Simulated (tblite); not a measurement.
Compound: C6H13NOSi.
Atom-mapped SMILES: `[CH3:1][C@H:2]([OH:3])/[C:4](=[N:5]\[SiH3:6])[CH:7]1[CH2:8][CH2:9]1` (hydrogens: H10, H11, H12 on C1; H13 on C2; H14 on O3; H15, H16, H17 on Si6; H18 on C7; H19, H20 on C8; H21, H22 on C9)

Computed with GFN2-xTB (tblite), gas phase: L-BFGS steps from a force-field or distance-geometry start until the largest atomic force falls under 0.01 eV/Å.

Step 89: E = -766.8008 eV
```
atom  x, y, z in Å  |  force x, y, z in eV/Å
C1     -0.8094   -1.6641   -1.6832    0.046   0.027  -0.022
C2     -0.8607   -1.3031   -0.1958   -0.016  -0.015  -0.060
O3     -2.2061   -1.0743    0.1362   -0.064  -0.025  -0.025
C4      0.0129   -0.0841    0.0795    0.025   0.033  -0.023
N5     -0.4154    1.0814    0.2510    0.005   0.027   0.042
Si6    -1.8184    2.0524    0.2404   -0.029  -0.021   0.038
C7      1.4643   -0.3532    0.1764    0.036  -0.009   0.046
C8      2.1748    0.1314    1.4230    0.017   0.020  -0.018
C9      2.4136    0.8167    0.1270   -0.007  -0.053  -0.047
H10    -1.5926   -2.3873   -1.8952    0.015  -0.004   0.024
H11     0.1546   -2.0890   -1.9551   -0.040   0.051   0.051
H12    -0.9900   -0.7739   -2.2787   -0.026   0.025  -0.023
H13    -0.4727   -2.1534    0.3922    0.036   0.013   0.045
H14    -2.2542   -0.6855    1.0152    0.005   0.008   0.028
H15    -1.5015    3.0531   -0.7790    0.029  -0.016  -0.025
H16    -1.7993    2.6416    1.5879    0.020  -0.074  -0.042
H17    -3.1544    1.5058   -0.0175    0.004  -0.005  -0.013
H18     1.7887   -1.3036   -0.2306   -0.022   0.038   0.010
H19     2.9553   -0.4961    1.8261   -0.023  -0.004   0.039
H20     1.5772    0.6429    2.1603   -0.022  -0.010   0.026
H21     1.9549    1.7813   -0.0238    0.025  -0.004   0.008
H22     3.3680    0.6803   -0.3569   -0.015  -0.003  -0.061
```

Step 90: E = -766.8025 eV
```
atom  x, y, z in Å  |  force x, y, z in eV/Å
C1     -0.8137   -1.6595   -1.6875    0.025   0.021  -0.012
C2     -0.8643   -1.3052   -0.1997   -0.014  -0.002  -0.026
O3     -2.2086   -1.0695    0.1347   -0.058  -0.022  -0.041
C4      0.0151   -0.0909    0.0780    0.030   0.032   0.029
N5     -0.4127    1.0743    0.2507    0.003   0.059   0.035
Si6    -1.8142    2.0468    0.2417   -0.027  -0.014   0.028
C7      1.4670   -0.3575    0.1831    0.008   0.002   0.050
C8      2.1753    0.1407    1.4259    0.014   0.015  -0.003
C9      2.4139    0.8130    0.1236    0.029  -0.039  -0.047
H10    -1.5896   -2.3907   -1.8974    0.008  -0.010   0.001
H11     0.1540   -2.0719   -1.9618   -0.019   0.036   0.039
H12    -1.0054   -0.7691   -2.2788   -0.030   0.027  -0.025
H13    -0.4855   -2.1607    0.3862    0.066   0.015   0.040
H14    -2.2543   -0.6856    1.0162    0.010   0.004   0.025
H15    -1.4984    3.0502   -0.7761    0.033  -0.020  -0.015
H16    -1.7911    2.6280    1.5926    0.013  -0.066  -0.042
H17    -3.1507    1.5041   -0.0195   -0.004  -0.006  -0.010
H18     1.7950   -1.3091   -0.2128   -0.011  -0.018  -0.017
H19     2.9574   -0.4809    1.8377   -0.049   0.008   0.025
H20     1.5751    0.6596    2.1563   -0.013  -0.019   0.022
H21     1.9559    1.7758   -0.0354   -0.002   0.021   0.004
H22     3.3694    0.6775   -0.3585   -0.013  -0.024  -0.058
```

Question: Estimate the geometry and energy of step 91. (The exact step hangs on the optimiser's Hessian estimate; all steps are aligned on step 90, rigid shifts and turns removed.)

Answer: E = -766.8038 eV, largest force 0.079 eV/Å
```
atom  x, y, z in Å  |  force x, y, z in eV/Å
C1     -0.8159   -1.6554   -1.6919   -0.004   0.016   0.005
C2     -0.8672   -1.3070   -0.2040   -0.010   0.018   0.022
O3     -2.2119   -1.0677    0.1316   -0.011  -0.005  -0.016
C4      0.0168   -0.0955    0.0774    0.005   0.032   0.065
N5     -0.4108    1.0695    0.2521    0.016   0.055   0.026
Si6    -1.8112    2.0428    0.2447   -0.028  -0.005  -0.010
C7      1.4686   -0.3610    0.1899    0.003  -0.029   0.025
C8      2.1757    0.1499    1.4286    0.003   0.010  -0.023
C9      2.4143    0.8092    0.1188    0.022  -0.017  -0.003
H10    -1.5863   -2.3923   -1.8998   -0.004  -0.016  -0.023
H11     0.1538   -2.0603   -1.9663    0.010   0.030   0.019
H12    -1.0160   -0.7643   -2.2796   -0.025   0.019  -0.026
H13    -0.4930   -2.1656    0.3811    0.070   0.025   0.026
H14    -2.2550   -0.6876    1.0159    0.009  -0.013  -0.013
H15    -1.4952    3.0473   -0.7738    0.030  -0.031   0.001
H16    -1.7829    2.6188    1.5960    0.007  -0.051  -0.020
H17    -3.1489    1.5039   -0.0174   -0.007  -0.006  -0.008
H18     1.7990   -1.3160   -0.1975   -0.020  -0.009  -0.012
H19     2.9570   -0.4672    1.8485   -0.048   0.008   0.015
H20     1.5728    0.6736    2.1536   -0.007  -0.011   0.011
H21     1.9558    1.7708   -0.0467   -0.008   0.019  -0.003
H22     3.3700    0.6735   -0.3620   -0.003  -0.039  -0.057
```

The energy changes by -0.0013 eV. The first-order estimate −F·Δx gives -0.0018 eV and the mean of the old and new forces, exact on a quadratic surface, -0.0013 eV. The step makes an angle of 80° with the force vector and moves no atom by more than 0.018 Å.

What follows is the cost of the whole relaxation. On an Arm Neoverse N1 with one thread, shared host, this took 3.5 s.
